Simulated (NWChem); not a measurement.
System: CH$_{4}$Cl$_{2}$InN; SMILES [In]([Cl])([NH]C)[Cl]

```xyz
9

In    -0.0629     0.1013    -0.0053
Cl    -0.4315     2.4052    -0.0004
Cl     2.1454    -0.6629     0.0088
N     -1.5542    -1.2242     0.0704
C     -1.4242    -2.6576    -0.0338
H     -2.5033    -0.8760    -0.0049
H     -1.7965    -3.0608    -0.9944
H     -1.9647    -3.1793     0.7774
H     -0.3672    -2.9538     0.0490
```
Atoms are numbered in this order, from 1.

Results from NWChem. All runs use the structure optimised with PBE0/def2-SVP. No frequency run checked for a minimum. def2 effective core potentials on In; no spin-orbit coupling.

Problem. Estimate the computed values for PBE/def2-SVP. Quantities: highest occupied level (eV); orbital gap (eV); dipole (D).

Solution. 
| Property | Result |
|---|---|
| highest occupied level (eV) | -5.63 |
| orbital gap (eV) | 2.79 |
| dipole (D) | 3.12 |
